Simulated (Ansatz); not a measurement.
Mulliken charges of ClH2InO2, SMILES `[OH][In]([OH])[Cl]` from r2SCAN/def2-TZVPP in Ansatz (PBE0-D4/def2-TZVP geometry).

```
atom   x (Å)   y (Å)   z (Å)  charge (e)
  O1  -1.448   1.305  -0.197      -0.500
 In2   0.055   0.055  -0.361       0.974
  O3   0.678  -0.932   1.227      -0.512
 Cl4   1.080  -0.253  -2.403      -0.363
  H5  -1.783   1.339   0.703       0.199
  H6   1.416  -1.515   1.030       0.202
```

Problem. By hand: the dipole of these point charges (1 e Å = 4.8032 D).

Solution. Σ q r = (-0.030, -0.069, 0.339) e Å, of length 0.347 e Å = 1.67 D.

Problem. How does the dipole of the full density compare? (An estimate is asked.)

Solution. Computed: (0.044, -0.125, 0.304) e Å, 1.59 D; the point charges give 1.05 times that, at 17° from its direction.

Point charges leave out the atoms' own dipoles, such as those of lone pairs, and Mulliken's split depends on the basis, so the close match here is no proof of good charges.
